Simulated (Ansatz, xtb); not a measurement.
# C4H13BS: which of two conformers lies lower

Structure X: `C[BH2-][SH+]C(C)C`, a singlet. Structure Y: `C[BH2-][SH+]C(C)C`, a singlet. Both are isolated molecules in the gas phase, relaxed with PBE0-D4/def2-SVP.

X (Å):

```xyz
19

C     0.1925   -0.5954   -2.9002
C     0.0831    0.3452    0.8822
C    -0.5668    0.4357    2.2511
C     1.0090   -0.8503    0.7382
B    -0.3320    0.7369   -2.1747
S    -1.2038    0.2264   -0.4258
H    -0.5985   -1.3449   -3.0730
H     0.5682   -0.3045   -3.8965
H     1.0309   -1.1050   -2.3960
H    -1.3066    1.2576   -2.7065
H     0.5153    1.5527   -1.8269
H    -1.8199    1.3947   -0.1407
H     0.6373    1.2680    0.6493
H    -1.1639   -0.4631    2.4697
H    -1.2223    1.3155    2.3404
H     0.2127    0.5221    3.0245
H     0.4648   -1.7975    0.8811
H     1.4919   -0.8699   -0.2483
H     1.7983   -0.7939    1.5032
```

Y (Å):

| atom | x (Å) | y (Å) | z (Å) |
| --- | --- | --- | --- |
| C | -1.5269 | 0.1443 | -2.8134 |
| C | -1.3450 | 1.1336 | 0.9389 |
| C | -1.3382 | 0.5497 | 2.3416 |
| C | -2.7316 | 1.2742 | 0.3443 |
| B | -0.3382 | 0.8667 | -2.0125 |
| S | -0.1945 | 0.1768 | -0.1269 |
| H | -1.3950 | -0.9495 | -2.8857 |
| H | -1.5180 | 0.5205 | -3.8510 |
| H | -2.5397 | 0.3328 | -2.4217 |
| H | 0.7894 | 0.6033 | -2.4057 |
| H | -0.4658 | 2.0644 | -1.7725 |
| H | -0.9079 | -0.9764 | -0.1533 |
| H | -0.8490 | 2.1189 | 0.9455 |
| H | -1.7945 | -0.4532 | 2.3576 |
| H | -0.3190 | 0.4709 | 2.7464 |
| H | -1.9276 | 1.1915 | 3.0151 |
| H | -3.2318 | 0.2960 | 0.2613 |
| H | -3.3474 | 1.9131 | 0.9967 |
| H | -2.6935 | 1.7320 | -0.6527 |

Problem. Which of the two would you expect CCSD(T)/def2-SVP + ΔMP2/def2-TZVPP electronic energies to favour?

Solution. CCSD(T)/def2-SVP + ΔMP2/def2-TZVPP gives E(Y) − E(X) = +0.54 kcal/mol, slightly favouring structure X, which is too small a margin to settle the true order.

The same difference at several levels:

| level | geometry | E(Y) − E(X) (kcal/mol) | departure from the last row (kcal/mol) | job, with rough time for the two |
| --- | --- | --- | --- | --- |
| PBE0-D4/def2-SVP | PBE0-D4/def2-SVP | +0.26 | −0.28 | optimisation, 2.3 min |
| HF/def2-SVP | PBE0-D4/def2-SVP | +1.19 | +0.64 | part of the CCSD(T) run |
| MP2/def2-SVP | PBE0-D4/def2-SVP | +0.49 | −0.06 | part of the CCSD(T) run |
| CCSD(T)/def2-SVP | PBE0-D4/def2-SVP | +0.51 | −0.03 | single point |
| CCSD(T)/def2-SVP + ΔMP2/def2-TZVPP | PBE0-D4/def2-SVP | +0.54 |  | single point, 3.2 min |

The largest departure from CCSD(T)/def2-SVP + ΔMP2/def2-TZVPP is that of HF/def2-SVP, 0.64 kcal/mol. Levels run at GFN2-xTB geometries aren't shown. The last row adds to CCSD(T) the change of the MP2 difference between the two basis sets, here +0.03 kcal/mol.

With thermal terms from frequencies at re-optimised GFN2-xTB minima (ideal gas, soft modes damped towards free rotors, one conformer each, 298.15 K, 1 atm): the zero-point term adds +0.11 kcal/mol; ΔH is +0.60 and ΔG +0.78 kcal/mol.

The correlated steps freeze 10 core orbitals. Programs: Ansatz 0.2.0, xtb 6.7.1; the last row on 2 threads of Arm Neoverse V1 on a shared host.
